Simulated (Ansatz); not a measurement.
`C[O][W](=[O])([F])=[S]` + H₂O → `[O]=[W]([OH])([F])=[S]` + CH₃OH at 298.15 K and 1 bar (formal hydrolysis of a W–O bond).

Calculated with Ansatz (gas phase, PBE0-D4/def2-TZVP geometries, no zero-point term in ΔE). CCSD(T)/CBS adds triple-zeta CCSD(T) − MP2 to the extrapolated MP2 energy (def2 sets, frozen cores). This one scheme is used for every species. Elements past krypton have def2 core potentials. For W outer-core shells are correlated without core-valence functions, which leaves a few kJ/mol of doubt a bond. Each species was taken in one conformer, which may not be the lowest.

```
                 species  CCSD(T)/CBS energy (Eh)  H − E (kJ/mol)  S (J/(mol·K))
`C[O][W](=[O])([F])=[S]`               -754.90807           153.3          393.7
                     H₂O                -76.37941            66.4          188.7
`[O]=[W]([OH])([F])=[S]`               -715.66256            73.4          345.3
                   CH₃OH               -115.61712           146.3          238.2
```

H − E and S are ideal-gas, rigid-rotor, harmonic terms from PBE0-D4/def2-TZVP, for one conformer and one mirror image of each species. 1 Eh = 2625.50 kJ/mol, R = 8.31446 J/(mol·K).

Q: By hand: ΔE, ΔH, ΔS and ΔG.

A: ΔE = (-715.66256) + (-115.61712) − (-754.90807) − (-76.37941) = 0.00780 Eh = 20.5 kJ/mol. Δ(H − E) = 73.4 + 146.3 − 153.3 − 66.4 = 0.0, so ΔH = 20.5 kJ/mol. ΔS = 345.3 + 238.2 − 393.7 − 188.7 = 1.1 J/(mol·K). ΔG = 20.5 − 298.15 × (1.1)/1000 = 20.2 kJ/mol.

Q: By hand: the equilibrium constant, and the temperature at which ΔG would vanish if ΔH and ΔS stayed fixed.

A: log₁₀ K = −ΔG/(RT ln 10) = -3.5. ΔG = 0 at ΔH/ΔS = 18636 K, far beyond where these terms or the molecules hold.

The number of gas molecules stays the same, so ΔS is small and ΔH decides. A doubt of 5 kJ/mol in ΔE shifts log₁₀ K by 0.9 here. Other conformers and mirror images would add mixing entropy, several J/(mol·K) or more a flexible species. Modes under 60 cm⁻¹, often nearly free rotors, make the harmonic entropy too high. These are equilibria of isolated gas molecules and say nothing of rates. Largest T1 diagnostic: 0.023 (customary marks: 0.02 for closed shells, 0.045 for open ones).
